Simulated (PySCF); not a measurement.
**From computed data to an observable: chemical shift, span and skew from a shielding tensor**

Se(Br)(SH) (BrHSSe), SMILES Br[Se]S. Atoms are numbered in the order given.

```xyz
4

Se    -0.4327    -0.0715     0.8535
Br     1.3139     0.6335    -0.6104
S     -1.8724    -1.0884    -0.4517
H     -1.3165    -2.3283    -0.4281
```
Charge 0, spin multiplicity 1.

Geometry: B3LYP-D3(BJ)/def2-SVP. The values are those of a single conformer.

GIAO shieldings from PBE0/pcSseg-2 in PySCF, non-relativistic, no solvent. The symmetric part of the tensor of Se1 has the principal values -196.5, 75.7, 1460.7 ppm. The same nucleus in Me2Se has σ = 1739.2 ppm at this level (PySCF, at its B3LYP-D3(BJ)/def2-TZVP geometry). Without spin–orbit terms, shifts of atoms bonded to Cl or Br come out too high.

**Question.** Work out the isotropic shielding, the ⁷⁷Se shift against Me2Se, the span and the skew.

**Answer.** 
σ(iso) = (σ11 + σ22 + σ33)/3 = 446.6 ppm. δ = σ(ref) − σ(iso) = 1739.2 − (446.6) = 1292.6 ppm.
Span Ω = σ33 − σ11 = 1657.2 ppm. Skew κ = 3(σ(iso) − σ22)/Ω = 0.67. Tumbling in solution averages the tensor to δ; in a static solid the shielding alone would spread this spin-1/2 line over Ω.
